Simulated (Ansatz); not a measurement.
F₂O₂W, triplet, at a GFN2-xTB geometry (such geometries of metal compounds can be far from the true shape) (the multiplicity is a formal guess) (core potentials on W). Base run: SVWN5/def2-TZVP (Ansatz, an electronic-structure program).

The Ansatz input:
Ansatz 0.2 input:
```yaml
crystal:
  periodic: [false, false, false]
  atoms:
    - {symbol: W, position_ang: [0.08928012, -0.01961338, 0.03048728]}
    - {symbol: O, position_ang: [1.28675522, -0.83646492, -0.90891552]}
    - {symbol: O, position_ang: [0.70512119, 0.39888230, 1.58909943]}
    - {symbol: F, position_ang: [-1.13649984, 1.41021637, -0.03656426]}
    - {symbol: F, position_ang: [-1.36813798, -0.85998847, -0.81871689]}
basis:
  gaussian:
    orbitals: def2-TZVP
hamiltonian:
  xc: {name: SVWN5}
magnetization: {spin_polarized: true, initial_magnetization: 2}
```

The base run was repeated with changes; each row names its change, and settings that it needs were set with it.

```csv
change,E (Eh),<S^2>,core-seconds (rough)
base,-415.05995,2.005,20
functional = blyp; dispersion = d3bjatm,-417.45762,2.009,30
functional = revpbe,-417.43552,2.009,20
functional = cam_b3lyp,-417.31211,2.045,20
functional = r2scan,-417.36087,2.022,60
functional = lc_wpbe,-417.25635,2.054,20
functional = b3lyp5,-417.29965,2.029,20
functional = hf,-415.20827,2.275,30
functional = b3lyp,-417.47913,2.029,20
functional = hse06,-417.07755,2.037,10
functional = wB97X-V,-417.28470,2.048,80
functional = wB97X,-417.37055,2.051,70
functional = blyp,-417.45023,2.009,20
```

Absolute energies of different levels of theory aren't comparable as measures of quality.
